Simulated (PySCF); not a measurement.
C2H9ClSi3, SMILES Cl[SiH2][Si@H]1CC[SiH2]1. Geometry: B3LYP-D3(BJ)/def2-SVP. The structure was generated by enumeration; whether it is a known compound was not checked. Other conformers were not sampled.

Computed equilibrium geometry at B3LYP-D3(BJ)/def2-SVP (PySCF confirms it by a frequency run) as a Z-matrix (one conformer of several):
```
Si
H 1 1.4928
C 1 1.9324 2 118.56
H 3 1.1019 1 118.17 2 89.92
H 3 1.1034 4 107.11 1 122.13
C 3 1.5612 4 114.44 5 122.60
H 6 1.1017 3 114.21 4 -79.91
H 6 1.1034 7 107.14 3 -122.31
Si 6 1.9264 7 117.66 8 -121.83
H 9 1.4914 6 117.47 7 92.37
H 9 1.4935 10 109.24 6 129.40
Si 1 2.3401 2 110.71 3 130.08
H 12 1.4912 1 114.35 2 -50.23
H 12 1.4918 13 108.26 1 123.22
Cl 12 2.0941 13 107.85 14 116.76
```
Charge 0, spin multiplicity 1.
